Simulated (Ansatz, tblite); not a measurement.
Forces on In13Sb14H34⁺, a nanocrystal cut from wurtzite InSb (hydrogen-capped) at its PBE-D4/def2-SVP geometry. Total charge 1; singlet.

In the def2 sets In, Sb take a core potential; there is no spin–orbit coupling. The xTB rows come from tblite. Single mean-field runs in def2-SVP are fitted with def2-universal-jkfit.

GFN2-xTB (tblite), largest force 0.83 eV/Å:

```xyz
61
positions Å, forces eV/Å
Sb   -0.287    4.957    0.944   -0.104   -0.039   -0.212
In   -1.672    3.304    2.931    0.108    0.094   -0.025
Sb    0.557    2.517    4.579   -0.024   -0.006    0.126
Sb    3.875    2.815    1.618    0.080   -0.127   -0.184
In    2.821    0.989    3.657    0.021    0.113   -0.049
Sb   -2.882    3.603   -2.063    0.178    0.110    0.109
In   -0.076    4.228   -1.838   -0.188   -0.199    0.248
In   -4.307    1.930   -0.121    0.025    0.039   -0.112
Sb   -2.322    0.922    1.593   -0.183   -0.544    0.364
In   -3.749   -0.788    3.571    0.503   -0.645   -0.137
Sb    1.128    1.657   -1.720    0.239    0.355   -0.361
In    3.869    2.195   -1.199   -0.117   -0.230    0.264
In   -0.102   -0.149    0.157    0.063    0.086   -0.089
Sb    1.609   -1.106    2.229   -0.445   -0.377    0.347
Sb   -2.127   -3.115    3.234    0.348    0.516   -0.536
In    0.529   -2.981    4.278   -0.753   -0.003   -0.345
Sb    4.969   -0.439   -0.789   -0.041    0.222    0.078
In    3.932   -2.316    1.212    0.062    0.010   -0.130
Sb   -4.929   -0.345   -1.777   -0.116   -0.054    0.020
Sb   -1.644   -0.067   -4.779    0.232   -0.051   -0.005
In    1.097    0.751   -4.413   -0.159   -0.265    0.201
In   -2.971   -2.032   -3.053   -0.018    0.117   -0.078
Sb   -1.154   -2.548   -0.974   -0.218   -0.313    0.558
In   -2.469   -4.556    0.791    0.125    0.462    0.680
Sb    2.048   -1.962   -4.180   -0.160    0.159   -0.071
In    0.776   -3.959   -2.449    0.092    0.057   -0.051
Sb    2.878   -4.364   -0.520    0.014   -0.119    0.042
H    -0.916    6.555    0.992    0.240   -0.340   -0.008
H     1.294    5.387    1.464   -0.191    0.059   -0.010
H    -2.816    4.327    3.744   -0.083    0.067    0.055
H     1.050    3.797    5.612   -0.127   -0.241   -0.003
H    -0.145    1.537    5.798    0.134    0.229   -0.102
H     3.228    4.398    1.782    0.153   -0.125    0.045
H     5.486    3.252    2.023   -0.402   -0.011   -0.110
H     4.061    0.784    4.855    0.079   -0.016    0.077
H    -3.710    5.097   -2.245    0.202   -0.364   -0.053
H    -3.146    3.072   -3.675   -0.057    0.126    0.147
H     0.544    5.437   -2.917    0.043    0.040   -0.053
H    -5.704    2.821    0.398   -0.088    0.056    0.035
H    -3.372    0.058    5.046   -0.173    0.127   -0.309
H    -5.291   -0.954    2.778    0.176    0.317    0.107
H     4.763    3.261   -2.236    0.023    0.049   -0.059
H    -2.868   -4.194    4.357    0.163    0.236   -0.245
H     0.618   -1.975    5.697    0.282   -0.105   -0.234
H     1.448   -4.412    3.901    0.125    0.342    0.095
H     6.659   -0.236   -0.556   -0.381   -0.063   -0.151
H     5.104   -1.168   -2.339    0.098    0.046    0.169
H     5.278   -2.840    2.176    0.091   -0.034    0.072
H    -6.240   -0.004   -2.834    0.071   -0.143    0.220
H    -5.785   -1.404   -0.736    0.032    0.174   -0.223
H    -2.574    1.368   -4.949    0.043   -0.177   -0.082
H    -1.796   -0.557   -6.418    0.005    0.206    0.359
H     1.799    1.720   -5.669    0.035    0.061   -0.043
H    -3.659   -3.244   -4.090   -0.045   -0.089   -0.070
H    -4.106   -4.458    0.205    0.313   -0.083   -0.189
H    -1.342   -5.876    0.651   -0.193    0.176   -0.276
H     3.743   -1.873   -3.914   -0.150   -0.081   -0.110
H     2.165   -2.584   -5.777    0.064    0.175    0.375
H     0.446   -5.355   -3.428   -0.022   -0.088   -0.061
H     2.249   -5.544    0.552    0.179    0.101   -0.197
H     4.138   -5.336   -1.168   -0.204    0.001    0.180
```

PBE-D4/def2-SVP (Ansatz), largest force 0.01 eV/Å:

```
Sb -0.001 -0.003 0.001
In 0.000 0.002 0.001
Sb 0.000 0.001 -0.001
Sb -0.001 -0.002 0.001
In -0.001 0.001 0.000
Sb -0.001 -0.002 0.002
In 0.001 0.000 0.000
In 0.000 0.001 0.000
Sb -0.003 -0.002 0.002
In 0.001 0.000 0.000
Sb 0.004 0.002 -0.001
In 0.000 0.001 -0.002
In -0.004 -0.001 -0.001
Sb 0.005 -0.001 0.004
Sb -0.003 -0.002 0.002
In -0.001 0.000 -0.001
Sb -0.001 -0.001 0.001
In 0.000 0.001 -0.001
Sb 0.000 0.001 -0.001
Sb 0.000 -0.002 0.003
In 0.001 0.001 -0.001
In 0.000 0.001 0.000
Sb 0.000 -0.002 -0.002
In 0.002 0.002 0.000
Sb -0.002 0.000 0.001
In 0.000 0.000 0.000
Sb 0.000 0.001 -0.001
H -0.001 0.001 0.000
H 0.000 0.002 0.000
H 0.000 0.000 -0.001
H -0.001 -0.002 0.001
H 0.000 -0.001 -0.002
H 0.002 0.001 0.000
H 0.000 -0.001 0.001
H 0.001 0.000 -0.001
H -0.001 0.001 0.000
H 0.000 0.002 -0.002
H 0.001 -0.001 0.000
H 0.000 0.001 0.001
H 0.001 0.000 -0.001
H 0.000 0.000 -0.001
H 0.000 0.000 0.001
H 0.003 0.003 -0.002
H -0.001 0.001 -0.001
H -0.001 0.001 0.000
H 0.001 0.000 0.001
H 0.002 0.000 0.000
H 0.001 0.001 0.000
H -0.001 -0.002 0.002
H 0.002 0.000 0.001
H -0.001 0.001 -0.003
H -0.001 0.000 -0.001
H -0.001 -0.001 0.001
H 0.000 0.000 0.000
H 0.000 0.001 0.000
H 0.000 0.001 0.000
H 0.001 -0.001 -0.001
H 0.000 -0.001 -0.001
H 0.000 0.000 -0.001
H -0.001 0.002 0.000
H -0.002 -0.002 0.002
```

r2SCAN-D4/def2-SVP (Ansatz), largest force 0.28 eV/Å:

```
Sb 0.100 0.254 0.034
In -0.034 0.020 0.044
Sb -0.024 0.035 0.257
Sb 0.141 0.233 0.041
In 0.021 -0.009 0.051
Sb -0.109 0.145 -0.207
In 0.000 0.036 -0.015
In -0.053 0.009 0.020
Sb -0.050 0.112 -0.009
In -0.012 0.010 0.007
Sb 0.053 0.075 -0.077
In 0.032 0.019 -0.012
In -0.035 -0.045 0.046
Sb 0.125 0.027 0.020
Sb -0.102 -0.146 0.151
In 0.012 -0.004 0.010
Sb 0.230 -0.027 -0.152
In 0.029 -0.034 0.033
Sb -0.248 -0.082 -0.002
Sb -0.096 0.109 -0.234
In 0.011 0.007 -0.038
In -0.036 -0.040 -0.016
Sb 0.002 -0.035 -0.122
In -0.003 -0.011 -0.010
Sb 0.199 -0.041 -0.186
In -0.009 -0.055 -0.011
Sb 0.072 -0.246 0.048
H 0.074 -0.206 -0.008
H -0.227 -0.043 -0.066
H 0.109 -0.102 -0.082
H -0.062 -0.163 -0.135
H 0.092 0.128 -0.162
H 0.106 -0.216 -0.013
H -0.204 -0.063 -0.052
H -0.120 0.016 -0.119
H 0.107 -0.189 0.030
H 0.024 0.087 0.222
H -0.059 -0.121 0.105
H 0.138 -0.086 -0.047
H -0.048 -0.080 -0.128
H 0.132 0.015 0.086
H -0.090 -0.105 0.102
H 0.093 0.134 -0.138
H -0.005 -0.104 -0.121
H -0.084 0.126 0.050
H -0.217 -0.023 -0.022
H -0.001 0.098 0.220
H -0.132 0.054 -0.091
H 0.171 -0.042 0.134
H 0.115 0.139 -0.136
H 0.122 -0.206 0.007
H 0.022 0.057 0.211
H -0.069 -0.094 0.126
H 0.070 0.116 0.102
H 0.146 -0.024 0.056
H -0.114 0.110 0.014
H -0.233 -0.024 -0.051
H -0.022 0.079 0.203
H 0.029 0.137 0.095
H 0.081 0.157 -0.140
H -0.161 0.127 0.082
```
